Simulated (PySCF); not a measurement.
## Xenon: a sound run and one with changed settings

Sound run: Xe [Xe], Xe⁺ [Kr] 4d10 5s2 5p5. Computed with PySCF 2.14 in def2-TZVP with the def2 core potential (28 electrons) (6s5p3d2f, 50 functions), with a scalar-relativistic core potential. The sound run starts from symmetry-adapted Hartree-Fock orbitals and uses a fine grid where one is needed.

Changed run: 6 angular points. This setting is unsound on purpose.

| species | method | sound run (hartree) | changed run (hartree) | converged |
| --- | --- | --- | --- | --- |
| Xe | UHF | -328.29839 | -328.29839 | yes |
| Xe | M06-2X | -329.29424 | -330.33054 | yes |
| Xe | B3LYP | -329.46649 | -334.67084 | yes |
| Xe⁺ | UHF | -327.87704 | -327.87704 | yes |
| Xe⁺ | M06-2X | -328.84337 | -329.79893 | yes |
| Xe⁺ | B3LYP | -329.00960 | -333.89789 | yes |

Ionisation energy of Xe:

```tsv
method	sound run (eV)	changed run (eV)
UHF	11.466	11.466
```

A coarse angular grid integrates products of high-l functions wrongly, so density functionals can shift, and the SCF can exploit the error; Hartree-Fock and MP2 need no grid.

For comparison, NIST gives 12.130 eV between the lowest levels.
